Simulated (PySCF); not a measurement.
H3InO2Se. Atoms are numbered in the order given.

```xyz
7

In    -0.0040    -0.6685     0.0000
O     -1.7211    -1.6989     0.0000
H     -1.5715    -2.6550     0.0000
O      1.8000    -1.5453     0.0000
H      1.7397    -2.5111     0.0000
Se    -0.0593     1.8246     0.0000
H      1.4139     1.8390     0.0000
```

Coordinates come from a r2SCAN-D4/def2-SVP optimisation. The structure was generated by enumeration; whether it is a known compound was not checked. The def2 effective core potentials stand for the cores of In; spin–orbit coupling is left out. Other conformers were not sampled.

The numbers are results of r2SCAN/def2-TZVP (PySCF), not measurements.

Symmetry labels are those of the subgroup Cs that the program uses (full group Cs).

Computed valence orbital energies around the gap with their symmetry:
```json
[
 {"orbital": "HOMO−7", "symmetry": "A'", "energy (eV)": "-11.68"},
 {"orbital": "HOMO−6", "symmetry": "A'", "energy (eV)": "-10.09"},
 {"orbital": "HOMO−5", "symmetry": "A'", "energy (eV)": "-9.34"},
 {"orbital": "HOMO−4", "symmetry": "A'", "energy (eV)": "-7.98"},
 {"orbital": "HOMO−3", "symmetry": "A\"", "energy (eV)": "-7.73"},
 {"orbital": "HOMO−2", "symmetry": "A'", "energy (eV)": "-7.65"},
 {"orbital": "HOMO−1", "symmetry": "A\"", "energy (eV)": "-7.27"},
 {"orbital": "HOMO", "symmetry": "A\"", "energy (eV)": "-6.51"},
 {"orbital": "LUMO", "symmetry": "A'", "energy (eV)": "-2.64"},
 {"orbital": "LUMO+1", "symmetry": "A\"", "energy (eV)": "-1.20"},
 {"orbital": "LUMO+2", "symmetry": "A'", "energy (eV)": "-0.44"},
 {"orbital": "LUMO+3", "symmetry": "A'", "energy (eV)": "0.20"}
]
```
